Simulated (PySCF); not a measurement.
Species: C5H12OSi (charge +1 and doublet state).
Geometry (GFN2-xTB, Å), atoms numbered from 1 in this order:
```
atom  x, y, z in Å
C1    -3.5944   -0.3478   -0.7308
C2    -2.9108   -1.1147    0.1255
O3    -1.8708   -0.7120    0.8460
Si4   -0.8195    0.4644    1.1770
C5     0.7953   -0.1582    0.2009
C6     1.9795    0.7209    0.4870
C7     3.1577    0.1483   -0.3203
H8    -3.3283    0.6808   -0.9077
H9    -4.4391   -0.7432   -1.2645
H10   -3.1703   -2.1525    0.3065
H11   -1.1373    1.7891    0.6561
H12   -0.5617    0.2410    2.5909
H13    0.5279   -0.1486   -0.8560
H14    0.9634   -1.1855    0.5216
H15    2.2354    0.7137    1.5456
H16    1.8002    1.7494    0.1758
H17    2.9502    0.1632   -1.3868
H18    4.0299    0.7711   -0.1267
H19    3.3830   -0.8704   -0.0171
```

The hyperfine couplings belong to this conformer and change with its torsions.

As a line formula: `[CH2+][CH]O[SiH2]CCC` [radical] (charge +1).

The calculation used UKS B3LYP, pcH-1 on C H O Si, non-relativistic, mean-field spin-orbit, GIAO in PySCF. Isolated species at its GFN2-xTB geometry (one conformer only). The geometry wasn't refined by DFT: couplings that depend on bond lengths, twists or pyramidal angles can differ widely from those at the functional's own minimum, by a factor of two or more for some ions and for spin on atoms past the first row. Stability of the SCF solution: not tested.

Principal values of hyperfine tensors in MHz (contact, dipolar and spin–orbit terms together), for some of the nuclei:

```
atom  isotope      A1      A2      A3
 H12       1H   72.28   72.71   76.92
 H18       1H   45.69   47.32   54.28
  C1      13C   -4.96   -4.31   98.78
  H9       1H  -45.17  -30.94   -9.94
 Si4     29Si   10.92   36.00   38.02
  H8       1H  -42.03  -30.07  -10.12
 H11       1H   19.30   20.65   23.49
  C7      13C   13.23   13.46   32.78
```

(1) Give the isotropic coupling of each nucleus in MHz and in mT (g = 2.0043), and the anisotropic part.

(2) What spin density at the nucleus of H18 lies behind its contact coupling (g_N = 5.58569)?

(3) O3 (17O, g_N = -0.75752) isn't in the table. Its spin density at the nucleus is 0.04249 bohr⁻³. What is its contact coupling?

(4) Name the largest traceless tensor T of the table and describe it.

(5) In a single crystal, with the field along each principal axis of the tensor of H18 in turn, what first-order splitting does this nucleus give (isotropic g, quadrupole terms neglected)?

## Answers

(1) a_iso is a third of the trace, T = A − a_iso, and a(mT) = a(MHz)/(g × 13.996). The tensors hold a spin–orbit part: the run splits a_iso into a_FC + a_SO, and T includes its anisotropic share.

| atom | a_iso (MHz) | a_FC | a_SO | a_iso (mT) | T1 | T2 | T3 |
| --- | --- | --- | --- | --- | --- | --- | --- |
| H12 | 73.97 | 73.96 | 0.00 | 2.637 | -1.69 | -1.26 | 2.95 |
| H18 | 49.09 | 49.09 | 0.00 | 1.750 | -3.41 | -1.78 | 5.18 |
| C1 | 29.84 | 29.94 | -0.11 | 1.064 | -34.80 | -34.15 | 68.95 |
| H9 | -28.68 | -28.68 | 0.00 | -1.023 | -16.49 | -2.25 | 18.74 |
| Si4 | 28.31 | 28.40 | -0.09 | 1.009 | -17.40 | 7.69 | 9.71 |
| H8 | -27.41 | -27.41 | 0.00 | -0.977 | -14.62 | -2.67 | 17.29 |
| H11 | 21.15 | 21.14 | 0.00 | 0.754 | -1.85 | -0.49 | 2.34 |
| C7 | 19.82 | 19.82 | 0.01 | 0.707 | -6.59 | -6.36 | 12.95 |

(2) a_FC = 800.24 MHz bohr³ × g_N × ρ(0)/(2S). With a_FC = 49.09 MHz and 2S = 1, ρ(0) = 0.01098 bohr⁻³. In magnitude that is 3.5 % of the 1/π = 0.318 of a free hydrogen atom.

(3) By the same relation, a_FC = -25.8 MHz. The spin–orbit term adds -0.29 MHz. Its full tensor has the principal values -102.80, 11.96, 12.68 MHz.

(4) C1: -34.8, -34.1, 68.9 MHz (the dipolar term alone has -34.7, -34.2, 68.8), axial, in the ratio −1:−1:+2, the form that spin in one p orbital centred on that nucleus gives.

(5) 2 lines (I = 1/2), spaced by |A_i|/(g × 13.996): 1.63, 1.69, 1.93 mT along the axes of A1, A2 and A3.

The SMILES draws the unpaired electron on C2; the largest computed Mulliken spin population is on C1 (0.44 against 0.00).
